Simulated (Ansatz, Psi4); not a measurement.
Psi4 was given this input:
```
memory 2 GB

molecule {
0 1
Bi    0.00283361   -0.00403046    0.27310711
F    -1.35263607   -1.00980650   -0.84069305
F    -0.22186672    1.68716206   -0.81262393
F     1.54837061   -0.64018572   -0.86533751
}

set {
  basis def2-svp
  scf_type pk
  puream true
  d_convergence 1e-8
  dft_radial_points 99
  dft_spherical_points 590
}

energy('pbe')
print_variables()
```

Convert this to an input for Ansatz (an electronic-structure program).

One answer among several that fit: 
Ansatz 0.2 input:
```yaml
crystal:
  periodic: [false, false, false]
  atoms:
    - {symbol: Bi, position_ang: [0.00283361, -0.00403046, 0.27310711]}
    - {symbol: F, position_ang: [-1.35263607, -1.00980650, -0.84069305]}
    - {symbol: F, position_ang: [-0.22186672, 1.68716206, -0.81262393]}
    - {symbol: F, position_ang: [1.54837061, -0.64018572, -0.86533751]}
basis:
  gaussian:
    orbitals: def2-SVP
hamiltonian:
  xc: pbe
accuracy: high
```

Both were run: Psi4 gave -513.738536 Eh and Ansatz -513.738517 Eh, 0.019 mEh apart.
